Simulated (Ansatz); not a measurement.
Reaction (atomization): `C[CH2][Al]([CH3])[Cl]` → Al• + 3 C• + Cl• + 8 H•

Gas-phase electronic energies from Ansatz, PBE0-D4/def2-TZVP geometries. CBS: MP2 limit from def2 TZ/QZ plus the TZ coupled-cluster correction, frozen cores. This one scheme is used for every species, atoms too. For atomizations the MP2-based limit and the directly extrapolated one differ by several kJ/mol either way, and by 10 to 25 for some Ge, Se and Sn compounds, so smaller differences from it don't rank the levels. Open shells (•) are unrestricted, without spin–orbit coupling. Spin–orbit coupling would lower the free atoms: a little for Al, C, Cl. Each species was taken in one conformer, which may not be the lowest.

```csv
species,CCSD(T)/CBS(def2) energy (Eh)
`C[CH2][Al]([CH3])[Cl]`,-820.85741
Al•,-241.93820
C•,-37.79194
Cl•,-459.70966
H•,-0.50000
```

Task: Work out ΔE.

Result: ΔE = 8 × (-0.50000) + 3 × (-37.79194) + (-241.93820) + (-459.70966) − (-820.85741) = 1.83373 Eh = +1150.7 kcal/mol.

Largest T1 diagnostic among the species: 0.018.

From r2SCAN to r2SCAN0 (25 % exact exchange), in def2-TZVPP and without D4, ΔE moves by −9.6 kcal/mol: exact exchange takes away binding that semilocal exchange gives to molecules. At CCSD(T), def2-SVP lies −51.0 kcal/mol from the extrapolated value and def2-TZVPP −25.6 kcal/mol: correlation converges slowly with the basis, and small sets miss more of it in the bonded molecule than in its fragments.
